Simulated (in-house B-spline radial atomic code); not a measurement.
**Ionising Ir VII (Ir6+) with different functionals**

Computed with a B-spline radial code for spherical atoms: four-component Dirac-Coulomb Hamiltonian, Fermi nucleus of rms radius 5.4032 fm, spin-restricted, spherical fractional occupations for the functionals. The ionisation energy is the difference of two self-consistent energies, [Xe] 4f14 5d3 → [Xe] 4f14 5d2, without Breit or QED terms; ε is the level of the shell that loses the electron (mean over j). The electron is taken from both j subshells in proportion to 2j + 1, so the result is a j average, not the step between ground levels.

Hybrids are left out here: with spherical fractional occupations of an open shell their exact exchange keeps a self-interaction that integer-occupation calculations don't have.

```
           method  rung  ΔSCF (eV)  -ε(5d) (eV)
         LDA VWN5   LDA      88.48        80.53
 relativistic LDA   LDA      88.49        80.53
         LDA PW92   LDA      88.48        80.52
LDA exchange-only   LDA      86.73        78.79
              PBE   GGA      88.12        80.17
           PBEsol   GGA      88.16        80.21
             BLYP   GGA      88.02        80.06
             RPBE   GGA      88.03        80.09
             PW91   GGA      88.23        80.27
             BP86   GGA      88.21        80.27
             AM05   GGA      88.18        80.23
             OLYP   GGA      88.33        80.37
```

(1) How do they compare with the NIST value?

## Answers

(1) NIST lists 89 eV ± 2 (tabulated theory, ground level to ground level). Errors run from -2.27 to -0.51 eV; all lie within about twice that uncertainty, so the table can't rank the methods.
